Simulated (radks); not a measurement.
Values are calculated unless marked as measured or tabulated.
Valence configurations of P I (all share [Ne]). Level of theory: non-relativistic Kohn-Sham, LDA (Slater exchange, Perdew-Wang correlation), spin-polarised, spherical densities, point nucleus; open shells are filled with parallel spins first (a radial shooting solver on a logarithmic mesh with Libxc functionals). Energies are relative to 3s2 3p3; eigenvalues in eV for spin up.

| valence | E (eV) | moment (Bohr magnetons) | e(3p) | e(3s) |
|---|---|---|---|---|
| 3s2 3p3 | 0.000 | 3 | -6.288 | -14.694 |
| 3s1.5 3p3.5 | 4.066 | 3 | -6.658 | -15.177 |
| 3s1 3p4 | 8.136 | 3 | -7.029 | -15.659 |
| 3s0.5 3p4.5 | 13.449 | 2 | -7.064 | -15.724 |
| 3p5 | 18.367 | 1 | -7.005 | - |

NIST lists [Ne] 3s2 3p3 as the ground configuration; this level of theory agrees among the configurations tried. The energies are those of spherical high-spin densities, not of single terms.
